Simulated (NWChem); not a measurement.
System: C$_{3}$H$_{7}$FSi; SMILES C1C([SiH3])(C1)F

Input file for NWChem:

```
start job
memory heap 200 mb stack 900 mb global 1100 mb
geometry units angstroms noautosym nocenter noautoz
  F      1.502708     0.615992     0.000000
  C      0.162253     0.305410     0.000000
  Si    -0.132231    -1.555878     0.000000
  C     -0.706261     1.269440     0.750264
  C     -0.706261     1.269440    -0.750264
  H      0.470465    -2.174758    -1.217513
  H     -1.609752    -1.785385     0.000000
  H      0.470465    -2.174758     1.217513
  H     -0.171783     2.081207     1.250986
  H     -1.580111     0.892864     1.290038
  H     -0.171783     2.081207    -1.250986
  H     -1.580111     0.892864    -1.290038
end
basis spherical
  * library 6-311g**
end
dft
  xc b3lyp
  iterations 150
end
property
  shielding 8 1 2 3 4 6 7 9 10
  efieldgrad
end
task dft property
```

NWChem printed, in part:

```
             Northwest Computational Chemistry Package (NWChem) 7.3.0
             --------------------------------------------------------

                             Geometry "geometry" -> ""
                             -------------------------

 Output coordinates in angstroms (scale by  1.889725989 to convert to a.u.)

  No.       Tag          Charge          X              Y              Z
 ---- ---------------- ---------- -------------- -------------- --------------
    1 F                    9.0000     1.50270800     0.61599200     0.00000000
    2 C                    6.0000     0.16225300     0.30541000     0.00000000
    3 Si                  14.0000    -0.13223100    -1.55587800     0.00000000
    4 C                    6.0000    -0.70626100     1.26944000     0.75026400
    5 C                    6.0000    -0.70626100     1.26944000    -0.75026400
    6 H                    1.0000     0.47046500    -2.17475800    -1.21751300
    7 H                    1.0000    -1.60975200    -1.78538500     0.00000000
    8 H                    1.0000     0.47046500    -2.17475800     1.21751300
    9 H                    1.0000    -0.17178300     2.08120700     1.25098600
   10 H                    1.0000    -1.58011100     0.89286400     1.29003800
   11 H                    1.0000    -0.17178300     2.08120700    -1.25098600
   12 H                    1.0000    -1.58011100     0.89286400    -1.29003800

 Effective nuclear repulsion energy (a.u.)     229.8690665660

                              NWChem Property Module
                              ----------------------

  itol2e modified to match energy
  convergence criterion.

                                 NWChem DFT Module
                                 -----------------

 Summary of "ao basis" -> "ao basis" (spherical)
 ------------------------------------------------------------------------------
       Tag                 Description            Shells   Functions and Types
 ---------------- ------------------------------  ------  ---------------------
 F                          6-311g**                 8       18   4s3p1d
 C                          6-311g**                 8       18   4s3p1d
 Si                         6-311g**                12       26   6s5p1d
 H                          6-311g**                 4        6   3s1p

  itol2e modified to match energy
  convergence criterion.

            General Information
            -------------------
          SCF calculation type: DFT
          Wavefunction type:  closed shell.
          No. of atoms     :    12
          No. of electrons :    48
           Alpha electrons :    24
            Beta electrons :    24
          Charge           :     0
          Spin multiplicity:     1
          Use of symmetry is: off; symmetry adaption is: off
          Maximum number of iterations: 150
          AO basis - number of functions:   140
                     number of shells:    72
          Convergence on energy requested:  1.00D-07
          Convergence on density requested:  1.00D-05
          Convergence on gradient requested:  5.00D-04

              XC Information
              --------------
                         B3LYP Method XC Potential
                     Hartree-Fock (Exact) Exchange  0.200
                        Slater Exchange Functional  0.800 local
                    Becke 1988 Exchange Functional  0.720 non-local
              Lee-Yang-Parr Correlation Functional  0.810
                  VWN I RPA Correlation Functional  0.190 local

             Grid Information
             ----------------
          Grid used for XC integration:  fine
          Radial quadrature: Mura-Knowles
          Angular quadrature: Lebedev.
          Tag              B.-S. Rad. Rad. Pts. Rad. Cut. Ang. Pts.
          ---              ---------- --------- --------- ---------
          F                   0.50       70          11.0       590
          C                   0.70       70          12.0       590
          Si                  1.10      123          11.0       770
          H                   0.35       60          13.0       590
          Grid pruning is: on
          Number of quadrature shells:   823
          Spatial weights used:  Erf1

      Superposition of Atomic Density Guess
      -------------------------------------

 Sum of atomic energies:        -504.74619306

      Non-variational initial energy
      ------------------------------

 Total energy =    -507.488532
 1-e energy   =   -1151.533164
 2-e energy   =     414.175566
 HOMO         =      -0.319384
 LUMO         =       0.064774

   convergence    iter        energy       DeltaE   RMS-Dens  Diis-err
 ---------------- ----- ----------------- --------- --------- ---------
 d= 0,ls=0.0,diis     1   -507.8264896488 -7.38D+02  6.01D-03  1.18D+00
 d= 0,ls=0.0,diis     2   -507.8481116516 -2.16D-02  4.38D-03  6.76D-01
 d= 0,ls=0.0,diis     3   -507.8867615593 -3.86D-02  1.48D-03  2.49D-01
 d= 0,ls=0.0,diis     4   -507.9064300021 -1.97D-02  2.12D-04  1.61D-03
 d= 0,ls=0.0,diis     5   -507.9065373579 -1.07D-04  9.70D-05  4.07D-04
  Resetting Diis
 d= 0,ls=0.0,diis     6   -507.9065830469 -4.57D-05  1.67D-05  1.23D-05
 d= 0,ls=0.0,diis     7   -507.9065843876 -1.34D-06  5.99D-06  6.68D-07
 d= 0,ls=0.0,diis     8   -507.9065843874  2.32D-10  3.25D-06  5.92D-07

         Total DFT energy =     -507.906584387410
      One electron energy =    -1155.753748595831
           Coulomb energy =      468.335810166113
    Exchange-Corr. energy =      -50.357712523690
 Nuclear repulsion energy =      229.869066565999

 Numeric. integr. density =       47.999996576117

                       DFT Final Molecular Orbital Analysis
                       ------------------------------------

 Vector   22  Occ=2.000000D+00  E=-3.529583D-01
              MO Center= -6.4D-01, -1.6D+00, -4.1D-09, r^2= 2.7D+00
   Bfn.  Coefficient  Atom+Function         Bfn.  Coefficient  Atom+Function
  ----- ------------  ---------------      ----- ------------  ---------------
   106     -0.282667   7 H  s                52      0.257053   3 Si px
   107     -0.223119   7 H  s               105     -0.167913   7 H  s
    49      0.153988   3 Si px              100      0.127363   6 H  s
   112      0.127363   8 H  s                46     -0.119978   3 Si px
     8      0.104858   1 F  py               12      0.102675   1 F  py

 Vector   23  Occ=2.000000D+00  E=-2.906689D-01
              MO Center= -1.5D-01,  4.8D-01, -3.5D-09, r^2= 3.0D+00
   Bfn.  Coefficient  Atom+Function         Bfn.  Coefficient  Atom+Function
  ----- ------------  ---------------      ----- ------------  ---------------
    26      0.224971   2 C  py               12     -0.195311   1 F  py
     8     -0.181817   1 F  py               53     -0.181150   3 Si py
    30      0.143433   2 C  py               22      0.138316   2 C  py
    70     -0.133157   4 C  py               75      0.132890   4 C  pz
    88     -0.133157   5 C  py               93     -0.132890   5 C  pz

 Vector   24  Occ=2.000000D+00  E=-2.892242D-01
              MO Center=  5.0D-02,  5.7D-01,  3.4D-09, r^2= 2.7D+00
   Bfn.  Coefficient  Atom+Function         Bfn.  Coefficient  Atom+Function
  ----- ------------  ---------------      ----- ------------  ---------------
    27      0.272335   2 C  pz               13     -0.240012   1 F  pz
     9     -0.220562   1 F  pz               23      0.174313   2 C  pz
    74     -0.171837   4 C  py               92      0.171837   5 C  py
    72      0.166055   4 C  s                90     -0.166055   5 C  s
     5     -0.159237   1 F  pz               31      0.154122   2 C  pz

 Vector   25  Occ=0.000000D+00  E= 1.558400D-02
              MO Center= -3.5D-01, -1.4D+00,  6.8D-10, r^2= 5.8D+00
   Bfn.  Coefficient  Atom+Function         Bfn.  Coefficient  Atom+Function
  ----- ------------  ---------------      ----- ------------  ---------------
    56      1.063245   3 Si py               28     -0.733966   2 C  s
   107      0.702604   7 H  s                55      0.424345   3 Si px
   125      0.377297  10 H  s               137      0.377297  12 H  s
    42     -0.372651   3 Si s               101      0.310429   6 H  s
   113      0.310429   8 H  s                30      0.304812   2 C  py

[...]

          -----------------------------------------
          Chemical Shielding Tensors (GIAO, in ppm)
          -----------------------------------------

                                NWChem CPHF Module
                                ------------------

  scftype          =     RHF
  nclosed          =       24
  nopen            =        0
  variables        =     2784
  # of vectors     =        3
  tolerance        = 0.10D-03
  level shift      = 0.00D+00
  max iterations   =       50
  max subspace     =       30

 SCF residual:    1.9806729059139699E-004

Iterative solution of linear equations
  No. of variables     2784
  No. of equations        3
  Maximum subspace       30
        Iterations       50
       Convergence  1.0D-04

   iter   nsub   residual    time
   ----  ------  --------  ---------
     1      3    3.46D-01     183.3
     2      6    9.03D-03     197.3
     3      9    5.00D-04     211.5
     4     12    2.84D-05     225.6

      Atom:    1  F
        Diamagnetic
    493.0623      5.8743      0.0000
      5.8743    464.7538     -0.0000
      0.0000     -0.0000    460.9913

        Paramagnetic
    -60.6275     36.7680     -0.0000
     36.7680    -41.5168      0.0000
     -0.0000      0.0000   -101.8616

        Total Shielding Tensor
    432.4347     42.6423     -0.0000
     42.6423    423.2370      0.0000
     -0.0000      0.0000    359.1297

           isotropic =     404.9338
          anisotropy =      98.6874

          Principal Components and Axis System
                 1           2           3
              470.7254    384.9463    359.1297

      1         0.7441     -0.6681      0.0000
      2         0.6681      0.7441     -0.0000
      3        -0.0000      0.0000      1.0000

      Atom:    2  C
        Diamagnetic
    249.9239     -1.0921     -0.0000
     -1.0921    250.4106      0.0000
     -0.0000      0.0000    240.0437

        Paramagnetic
    -54.4303     53.6779      0.0000
     53.6779   -171.1675     -0.0000
      0.0000     -0.0000   -166.7576

        Total Shielding Tensor
    195.4935     52.5858     -0.0000
     52.5858     79.2431      0.0000
     -0.0000      0.0000     73.2861

           isotropic =     116.0076
          anisotropy =     149.6148

          Principal Components and Axis System
                 1           2           3
              215.7508     73.2861     58.9859

      1         0.9332     -0.0000     -0.3595
      2         0.3595      0.0000      0.9332
      3        -0.0000      1.0000     -0.0000

      Atom:    3  Si
        Diamagnetic
    877.8690      1.4870      0.0000
      1.4870    885.1302      0.0000
      0.0000      0.0000    876.2642

        Paramagnetic
   -506.6619     12.1835     -0.0000
     12.1835   -436.0792      0.0000
     -0.0000      0.0000   -488.7033

        Total Shielding Tensor
    371.2071     13.6705     -0.0000
     13.6705    449.0510      0.0000
     -0.0000      0.0000    387.5609

           isotropic =     402.6063
          anisotropy =      73.1634

          Principal Components and Axis System
                 1           2           3
              451.3819    387.5609    368.8761

      1         0.1681     -0.0000      0.9858
      2         0.9858     -0.0000     -0.1681
      3         0.0000      1.0000      0.0000

      Atom:    4  C
        Diamagnetic
    245.1744     -4.5806     -3.4181
     -4.5806    245.4044      3.0018
     -3.4181      3.0018    251.3287

        Paramagnetic
    -48.0276     20.9456      4.4889
     20.9456    -66.9977     -0.7974
      4.4889     -0.7974   -113.7996

        Total Shielding Tensor
    197.1468     16.3650      1.0709
     16.3650    178.4067      2.2044
      1.0709      2.2044    137.5291

           isotropic =     171.0275
          anisotropy =      53.4999

          Principal Components and Axis System
                 1           2           3
              206.6941    168.9786    137.4099

      1         0.8642     -0.5031     -0.0036
      2         0.5023      0.8631     -0.0523
      3         0.0294      0.0434      0.9986

      Atom:    5  H
        Diamagnetic
     25.4451     -2.0956     -3.8130
     -2.0956     29.2742      5.4678
     -3.8130      5.4678     31.4584

        Paramagnetic
     -0.6244      0.7381      1.9934
      0.7381     -0.9043     -2.4722
      1.9934     -2.4722     -2.8000

        Total Shielding Tensor
     24.8208     -1.3574     -1.8195
     -1.3574     28.3700      2.9957
     -1.8195      2.9957     28.6584

           isotropic =      27.2831
          anisotropy =       7.3791

          Principal Components and Axis System
                 1           2           3
               32.2024     25.5617     24.0850

      1        -0.2924      0.1682      0.9414
      2         0.6511      0.7560      0.0671
      3         0.7004     -0.6325      0.3306

      Atom:    6  H
        Diamagnetic
     36.0227      3.8486      0.0000
      3.8486     27.6247      0.0000
      0.0000      0.0000     23.2644

        Paramagnetic
     -4.9010     -0.8262      0.0000
     -0.8262      1.1015     -0.0000
      0.0000     -0.0000      1.5760

        Total Shielding Tensor
     31.1217      3.0224      0.0000
      3.0224     28.7262     -0.0000
      0.0000     -0.0000     24.8405

           isotropic =      28.2295
          anisotropy =       7.4183

          Principal Components and Axis System
                 1           2           3
               33.1750     26.6729     24.8405

      1         0.8272     -0.5619     -0.0000
      2         0.5619      0.8272      0.0000
      3        -0.0000     -0.0000      1.0000

      Atom:    7  H
        Diamagnetic
     26.2705      3.4313      1.9980
      3.4313     32.7506      7.5667
      1.9980      7.5667     29.1726

        Paramagnetic
      2.4568      0.4270     -0.1888
      0.4270      0.0661     -2.8326
     -0.1888     -2.8326      1.7817

        Total Shielding Tensor
     28.7272      3.8583      1.8092
      3.8583     32.8167      4.7342
      1.8092      4.7342     30.9544

           isotropic =      30.8327
          anisotropy =      11.4660

          Principal Components and Axis System
                 1           2           3
               38.4767     27.9806     26.0409

      1         0.3931     -0.6281      0.6716
      2         0.7327     -0.2274     -0.6415
      3         0.5556      0.7442      0.3708

      Atom:    8  H
        Diamagnetic
     33.5777      1.8605     -8.1241
      1.8605     25.7710     -0.7873
     -8.1241     -0.7873     29.5144

        Paramagnetic
      1.4310      0.5441      2.1608
      0.5441      2.6569      0.1545
      2.1608      0.1545      0.7544

        Total Shielding Tensor
     35.0087      2.4046     -5.9633
      2.4046     28.4279     -0.6328
     -5.9633     -0.6328     30.2687

           isotropic =      31.2351
          anisotropy =      12.4759

          Principal Components and Axis System
                 1           2           3
               39.5523     28.2548     25.8981

      1         0.8166      0.0442      0.5755
      2         0.2072      0.9082     -0.3637
      3        -0.5387      0.4163      0.7325
```

Level: B3LYP/6-311G** (spherical d), GIAO. All runs use the structure optimised with PBE0/def2-SVP. Not confirmed as a minimum by frequencies. NWChem prints the field gradient with the sign opposite to the second derivative of the potential. The output numbers the shielded atoms by their place in the input's list. The printed shielding anisotropy is the first printed principal value minus the mean of the other two.
